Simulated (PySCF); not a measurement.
# S⁺ (sulfur, charge +1): UHF calculation

Configuration: [Ne] 3s1 3p4, high-spin 4P determinant (an excited configuration). All numbers are calculated (PySCF 2.14, the spin-free X2C one-electron Hamiltonian (Gaussian nucleus), in dyall-acv3z (19s12p6d4f, 113 functions)).

```json
{
  "Total energy": "-397.872382 hartree",
  "One-electron energy": "-543.3397 hartree",
  "Hartree (Coulomb) energy": "170.3452 hartree",
  "Exchange energy": "-24.8779 hartree",
  "⟨S²⟩": "3.7614",
  "⟨L²⟩": "2.016",
  "Sum of ⟨r⟩": "12.95 bohr",
  "Sum of ⟨r²⟩": "21.72 bohr²",
  "Traceless quadrupole moment −½Σ⟨3z² − r²⟩ along its main axis": "-1.71 e·bohr²",
  "Langevin diamagnetic susceptibility": "-17.2 ×10⁻⁶ cm³/mol"
}
```

| shell | electrons | mean orbital energy (hartree) | spread (hartree) | rms radius, mean of both spins (bohr) |
| --- | --- | --- | --- | --- |
| 1s α | 1 | -92.80262 | 0 | 0.112 |
| 1s β | 1 | -92.75559 | 0 | 0.112 |
| 2s α | 1 | -9.55538 | 0 | 0.517 |
| 2s β | 1 | -9.48981 | 0 | 0.517 |
| 2p α | 3 | -7.19441 | 0.01999 | 0.490 |
| 2p β | 3 | -7.13255 | 0.01988 | 0.490 |
| 3s α | 1 | -1.46103 | 0 | 1.74 |
| 3p α | 3 | -0.89578 | 0.06502 | 2.04 |
| 3p β | 1 | -0.67239 | 0 | 2.04 |

Densities and radii are taken from the X2C orbitals without a picture-change correction, which distorts them close to the nucleus.

Spin-orbit constants ζ (cm⁻¹) from the X2C one-electron operator on these orbitals: bare nucleus, nucleus screened by l(l+1)(2l+1)/3 electrons, and screened by the Breit-Pauli mean field of the electrons.

```
shell   bare  screened nucleus  mean field
   2p   7507              6569        6146
   3p  569.4             498.3       460.7
```

To first order the Landé constant is A = -153.6 cm⁻¹, so the lowest level has J = 5/2 and lies 0.0286 eV below the centre of the term. This holds in LS coupling only.
